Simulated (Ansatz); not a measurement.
Computed with Ansatz.

A structure relaxed at PBE0-D4/def2-TZVP, charge 0, multiplicity 1:

```json
{"atom": "S1", "x (Å)": "-1.588", "y (Å)": "1.065", "z (Å)": "0.883"}
{"atom": "Ti2", "x (Å)": "0.172", "y (Å)": "0.152", "z (Å)": "-0.234"}
{"atom": "S3", "x (Å)": "-0.308", "y (Å)": "0.236", "z (Å)": "-2.448"}
{"atom": "S4", "x (Å)": "0.541", "y (Å)": "-1.965", "z (Å)": "0.512"}
{"atom": "S5", "x (Å)": "2.096", "y (Å)": "1.317", "z (Å)": "0.047"}
{"atom": "H6", "x (Å)": "-1.091", "y (Å)": "0.590", "z (Å)": "2.045"}
{"atom": "H7", "x (Å)": "-0.675", "y (Å)": "-1.061", "z (Å)": "-2.456"}
{"atom": "H8", "x (Å)": "-0.786", "y (Å)": "-2.208", "z (Å)": "0.466"}
{"atom": "H9", "x (Å)": "1.639", "y (Å)": "1.874", "z (Å)": "1.185"}
```

Question: Give its formula and SMILES.

Answer: H4S4Ti, `[SH][Ti]([SH])([SH])[SH]`.

Question: Point group (tolerance 0.08 Å, 0.16 Å for H)?

Answer: C2.

Question: Summarise the bond lengths by kind.

Answer: 4 × S–Ti 2.267 to 2.276 Å; 4 × H–S 1.348 to 1.350 Å.
